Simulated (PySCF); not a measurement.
A GIAO shielding run with PySCF 2.14.0 with density-fitted response routines (density fitting, non-relativistic, gas phase) on `InChI=1S/CH14N2OSi4/c1-7-3(5)8(2,4)6/h4H,2,7H2,1,5-6H3/t8-/m1/s1`:

```
$ OMP_NUM_THREADS=1 python probes_run.py task.json out

{"job": {"kind": "nmr", "xc": "PBE0", "basis": "pcSseg-1"}, "charge": 0, "multiplicity": 1}
C      2.773920    -0.573833    -1.000669
Si     1.227225     0.367389    -1.577138
N      0.125163     0.635407    -0.256016
Si     0.197356     2.091945     0.678541
Si    -0.873024    -0.685633     0.329438
N     -0.124125    -1.142247     1.830246
O     -0.792648    -1.989435    -0.641093
Si    -3.110330    -0.183799     0.278804
H      2.511793    -1.433787    -0.389936
H      3.359152    -0.927970    -1.844335
H      3.416791     0.064787    -0.400867
H      0.509914    -0.403356    -2.599493
H      1.592657     1.681669    -2.111526
H      1.295683     2.051184     1.656866
H     -1.079924     2.201672     1.390412
H      0.389622     3.211587    -0.239718
H     -0.511354    -1.931090     2.324379
H      0.086386    -0.407415     2.485396
H      0.046659    -2.404747    -0.823129
H     -3.960901    -1.363916     0.069108
H     -3.522383     0.799160    -0.729771
H     -3.568044     0.361814     1.569652
```

Hardware: 1 thread of an Intel Xeon 6975P-C, shared host. The job also computes population analyses, field gradients.

(1) How large is the calculation?

(2) How long does it take, and how much memory does it need?

Results:

(1) 98 electrons, 234 basis functions and 1304 auxiliary functions.

(2) 39 s of wall time, with 14 SCF cycles and 4 response iterations; peak memory 1.1 GiB. Times on a shared host scatter by some tens of per cent.
